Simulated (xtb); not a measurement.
CH$_{3}$Mg (SMILES [CH3][Mg+]), charge +1, singlet, from a rough starting geometry (GFN-xTB shapes and energies of metal compounds can be far from the true ones); GFN2-xTB run with xtb 6.7.1.

Input for xtb:
```
$ xtb mol.xyz --gfn 2 --chrg 1 --opt vtight --json

# file mol.xyz
5

Mg    -1.27502484    -0.79477307    -1.02305556
C      0.19229039     0.12542288     0.17274119
H      0.65650864    -0.74603943     0.63196079
H     -0.33235923     0.80998647     0.79160413
H      0.84964469     0.61674284    -0.55753409
```

Predict the main parts of the log of this xtb run.


```
   ID    Z sym.   atoms
    1   12 Mg     1
    2    6 C      2
    3    1 H      3-5

           -------------------------------------------------
          |                Calculation Setup                |
           -------------------------------------------------

           -------------------------------------------------
          |                 G F N 2 - x T B                 |
           -------------------------------------------------

          ...................................................
          :                      SETUP                      :
          :.................................................:
          :  # basis functions                  17          :
          :  # atomic orbitals                  16          :
          :  # shells                            8          :
          :  # electrons                         8          :
          :  max. iterations                   250          :
          :  Hamiltonian                  GFN2-xTB          :
          :  restarted?                      false          :
          :  GBSA solvation                  false          :
          :  PC potential                    false          :
          :  electronic temp.          300.0000000     K    :
          :  accuracy                    1.0000000          :
          :  -> integral cutoff          0.2500000E+02      :
          :  -> integral neglect         0.1000000E-07      :
          :  -> SCF convergence          0.1000000E-05 Eh   :
          :  -> wf. convergence          0.1000000E-03 e    :
          :  Broyden damping             0.4000000          :
          :  net charge                          1          :
          :  unpaired electrons                  0          :
          ...................................................

 iter      E             dE          RMSdq      gap      omega  full diag
   1     -1.8926438 -0.189264E+01  0.289E+01    4.12       0.0  T
   2     -2.5030055 -0.610362E+00  0.212E+01   13.64       1.0  T
   3     -3.5563682 -0.105336E+01  0.443E+00    3.44       1.0  T
   4     -3.7301496 -0.173781E+00  0.583E+00    3.15       1.0  T
   5     -3.7652380 -0.350884E-01  0.417E+00    2.92       1.0  T
   6     -3.6899040  0.753339E-01  0.450E+00    3.02       1.0  T
   7     -3.7762242 -0.863201E-01  0.257E+00    2.83       1.0  T
   8     -3.7324570  0.437672E-01  0.257E+00    2.96       1.0  T
   9     -3.7617616 -0.293046E-01  0.176E+00    2.89       1.0  T
[...]
         :: total energy              -3.726915552132 Eh    ::
 * total energy  :    -3.7269156 Eh     change       -0.3374190E-11 Eh
 * total energy  :    -3.7285896 Eh     change       -0.1674070E-02 Eh
 * total energy  :    -3.7288031 Eh     change       -0.2134920E-03 Eh
 * total energy  :    -3.7288179 Eh     change       -0.1478779E-04 Eh
 * total energy  :    -3.7288188 Eh     change       -0.9405165E-06 Eh
 * total energy  :    -3.7288190 Eh     change       -0.1310448E-06 Eh
 * total energy  :    -3.7288190 Eh     change       -0.1186414E-07 Eh
   *** GEOMETRY OPTIMIZATION CONVERGED AFTER 7 ITERATIONS ***
         :: total energy              -3.728818985228 Eh    ::
[...]
        15                          0.0101549               0.2763
        16                          0.3554140               9.6713
      -------------------------------------------------------------
                  HL-Gap            0.1094476 Eh            2.9782 eV
             Fermi-level           -0.5995096 Eh          -16.3135 eV

     #   Z          covCN         q      C6AA      α(0)
     1  12 Mg       0.813     0.591   332.577    55.351
     2   6 C        3.572    -0.161    24.543     7.206
     3   1 H        0.927     0.190     1.149     1.676
     4   1 H        0.927     0.190     1.149     1.676
     5   1 H        0.927     0.190     1.149     1.677

 Mol. C6AA /au·bohr⁶  :        635.428295
 Mol. C8AA /au·bohr⁸  :      41500.909063
 Mol. α(0) /au        :         67.586228

Wiberg/Mayer (AO) data.
largest (>0.10) Wiberg bond orders for each atom

 ---------------------------------------------------------------------------
     #   Z sym  total        # sym  WBO       # sym  WBO       # sym  WBO
 ---------------------------------------------------------------------------
     1  12 Mg   1.584 --     2 C    1.330
     2   6 C    3.965 --     1 Mg   1.330     5 H    0.878     4 H    0.878
                             3 H    0.878
     3   1 H    0.964 --     2 C    0.878
     4   1 H    0.964 --     2 C    0.878
     5   1 H    0.964 --     2 C    0.878
 ---------------------------------------------------------------------------

Topologies differ in total number of bonds
Writing topology from bond orders to xtbtopo.mol

molecular dipole:
                 x           y           z       tot (Debye)
 q only:       -1.066      -0.654      -0.866
   full:       -1.689      -1.026      -1.359       6.097
molecular quadrupole (traceless):
                xx          xy          yy          xz          yz          zz
 q only:        1.634       2.964      -1.492       3.926       2.368      -0.143
  q+dip:        3.262       5.884      -2.968       7.794       4.693      -0.294
   full:        2.461       4.468      -2.248       5.919       3.572      -0.213

optimized geometry written to: xtbopt.xyz

           -------------------------------------------------
          | TOTAL ENERGY               -3.728818985228 Eh   |
          | GRADIENT NORM               0.000033258943 Eh/α |
          | HOMO-LUMO GAP               2.978221950402 eV   |
           -------------------------------------------------

normal termination of xtb
```
